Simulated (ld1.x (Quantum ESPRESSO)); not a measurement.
An all-electron radial function and its pseudo partner (carbon)

Columns: radius, all-electron u(r) and pseudo u(r) of the 2s shell (level -13.88 eV) of carbon in the configuration [He] 2s1.5 2p2.5; PBEsol, scalar-relativistic, TM scheme, ld1.x (Quantum ESPRESSO) 7.5.

```
r (bohr)  all-electron   pseudo
   0.132        0.3501  -0.0762
   0.265        0.2177  -0.1612
   0.398       -0.0417  -0.2627
   0.530       -0.2944  -0.3841
   0.663       -0.5012  -0.5209
   0.795       -0.6505  -0.6498
   0.928       -0.7479  -0.7470
   1.060       -0.8006  -0.8006
   1.193       -0.8189  -0.8189
   1.325       -0.8117  -0.8117
   1.458       -0.7862  -0.7862
   1.590       -0.7488  -0.7488
   1.723       -0.7035  -0.7035
   1.855       -0.6545  -0.6545
   1.988       -0.6035  -0.6035
   2.120       -0.5530  -0.5530
   2.252       -0.5040  -0.5040
   2.385       -0.4568  -0.4568
   2.518       -0.4123  -0.4123
   2.650       -0.3712  -0.3712
   2.782       -0.3332  -0.3332
   2.915       -0.2981  -0.2981
   3.048       -0.2662  -0.2662
   3.180       -0.2374  -0.2374
   3.312       -0.2113  -0.2113
   3.445       -0.1878  -0.1878
```

(1) How many radial nodes do the two functions have?

(2) At about which radius was the pseudo-wave matched?

(3) Is the pseudo-wave norm-conserving?

Results:

(1) The all-electron 2s function has n − l − 1 = 1; the pseudo-wave has 0, since the states of the same l below it are removed with the core.

(2) 1.15 bohr, where the columns begin to agree (steps of 0.13 bohr).

(3) Yes: the TM scheme keeps the norm inside the radius equal to the all-electron one, which fixes the energy derivative of the logarithmic derivative at the level.
